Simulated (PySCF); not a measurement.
# Radial density of Br³⁺ (bromine, charge +3)

UHF, [Ar] 3d10 4s2 4p2, high-spin 3P determinant. Computed with PySCF 2.14 in x2c-SVPall (5s4p3d, 32 functions), with scalar relativity by spin-free X2C-1e.

| r (bohr) | 4πr²ρ (e/bohr) | 4πr²(ρα − ρβ) |
| --- | --- | --- |
| 0.000612 | 0.2204 | 0.0000 |
| 0.00103 | 0.5966 | 0.0000 |
| 0.00173 | 1.519 | 0.0000 |
| 0.00291 | 3.559 | 0.0000 |
| 0.00490 | 8.064 | 0.0001 |
| 0.00824 | 16.77 | 0.0004 |
| 0.0139 | 30.01 | 0.0016 |
| 0.0233 | 41.86 | 0.0078 |
| 0.0392 | 41.12 | 0.0311 |
| 0.0659 | 35.59 | 0.0884 |
| 0.111 | 48.95 | 0.1086 |
| 0.187 | 42.24 | -0.0121 |
| 0.314 | 28.57 | 0.1555 |
| 0.528 | 33.04 | 0.1508 |
| 0.888 | 10.13 | 0.2666 |
| 1.49 | 3.602 | 1.4878 |
| 2.51 | 0.7605 | 0.4436 |
| 4.22 | 0.02687 | 0.0246 |

Densities and radii are taken from the X2C orbitals without a picture-change correction, which distorts them close to the nucleus.

Task: Where is the radial spin density 4πr²(ρα − ρβ) most negative, and why is it negative at all?

Result: Around r = 0.187 bohr, down to -0.0121 e/bohr: exchange with the open shell polarises the paired shells in an unrestricted calculation.
